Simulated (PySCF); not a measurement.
SMILES O[Si](O)(O)[SiH3] (H6O3Si2) (B3LYP/def2-SVP optimised geometry):

```
11

O      0.350     1.804    -1.415
Si    -0.085     1.038     0.000
O     -1.748     1.028     0.125
O      0.545     1.889     1.288
Si     0.733    -1.155     0.000
H      0.849     2.625    -1.312
H     -2.226     1.459    -0.594
H     -0.099     2.243     1.913
H      2.226    -1.155     0.000
H      0.260    -1.889    -1.212
H      0.260    -1.889     1.212
```

Level of theory: B3LYP/def2-TZVP (PySCF).

Question: What are the frontier orbital energies and the dipole moment?

Answer: HOMO-2 -9.08 eV, HOMO-1 -9.07 eV, HOMO -7.77 eV, LUMO 0.11 eV, LUMO+1 0.19 eV; dipole moment 2.09 D.

On the same geometry PBE/def2-TZVP in PySCF 2.14.0 gives HOMO-2 -7.65 eV, HOMO-1 -7.63 eV, HOMO -6.66 eV, LUMO -0.48 eV, LUMO+1 -0.47 eV; dipole moment 2.12 D.

Meta-Löwdin charges at B3LYP/def2-TZVP: O1 -0.77, Si2 1.29, O3 -0.77, O4 -0.77, Si5 0.18, H6 0.35, H7 0.35, H8 0.36, H9 -0.08, H10 -0.08, H11 -0.08.
